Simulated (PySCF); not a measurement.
Vibration and rotation of SnCl

UHF-CCSD(T) constants of SnCl, ²Π (doublet), unpaired electrons π ↑ (PySCF, scalar-relativistic core potentials, basis sets Sn cc-pVDZ-PP with ECP28, Cl cc-pV(D+d)Z; masses 119.9022 and 34.9689 u):

```
ωe              : 344.4 cm⁻¹
ωexe            : 1.01 cm⁻¹
Be              : 0.10734 cm⁻¹
αe              : 0.000448 cm⁻¹
D (centrifugal) : 4.17e-08 cm⁻¹
De to Sn + Cl   : 3.32 eV
```

Problem. Give the vibrational terms G(v) and spacings up to v = 6.

Solution. G(v) = ωe(v+½) − ωexe(v+½)².

| v | G(v) (cm⁻¹) | G(v) − G(v−1) | Bv (cm⁻¹) |
| --- | --- | --- | --- |
| 0 | 171.9 |  | 0.1071 |
| 1 | 514.3 | 342.4 | 0.1067 |
| 2 | 854.7 | 340.4 | 0.1062 |
| 3 | 1193.0 | 338.3 | 0.1058 |
| 4 | 1529.3 | 336.3 | 0.1053 |
| 5 | 1863.6 | 334.3 | 0.1049 |
| 6 | 2195.9 | 332.3 | 0.1044 |

Problem. How well does the Morse estimate ωe²/(4ωexe) reproduce De, and what is D0?

Solution. It gives 3.64 eV, 110 % of the computed De. D0 = De − G(0) = 3.32 − 0.02 = 3.30 eV.

Correlated steps freeze 9 core orbitals. Correlated levels converge slowly with the basis: in double zeta they bind strong bonds too weakly, by up to about 1 eV, and carry superposition errors of some tenths. These are scalar-relativistic numbers at best; spin–orbit coupling would shift them, the dissociation energy most. The state was picked by a PBE0 search and need not be the measured ground state.
